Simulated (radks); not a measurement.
Polarisability of the xenon ion Xe2+, [Kr] 4d10 5s2 5p4, at imaginary frequency. Calculated with a radial shooting solver on a logarithmic mesh with Libxc functionals: scalar-relativistic Kohn-Sham, LDA (Slater exchange, VWN5 correlation), spin-polarised, spherical densities, finite nucleus; open shells are filled with parallel spins first (spin-orbit coupling, left out, can overturn this in heavy ions); Fermi nuclear charge, rms radius 4.7859 fm. Response by self-consistent Sternheimer equations with the Hartree and adiabatic LDA kernel, the relativistic mass of each level held fixed and spin-orbit coupling left out.

w (hartree),alpha1(iw) (bohr^3)
0.00266,12.70
0.0143,12.69
0.0360,12.66
0.0697,12.57
0.118,12.33
0.186,11.83
0.280,10.91
0.413,9.411
0.605,7.385
0.892,5.168
1.35,3.229
2.12,1.823
3.59,0.9037
6.94,0.3401
17.5,0.07542

Static values: alpha1 = 12.70 bohr^3 (1.882 angstrom^3; uncoupled 21.26). C6 = 91.19, triple-dipole C9 = 828.8 atomic units. One-pole (London) frequency 4 C6 / (3 alpha1^2) = 0.754 hartree, against 0.958 for minus the highest occupied eigenvalue.
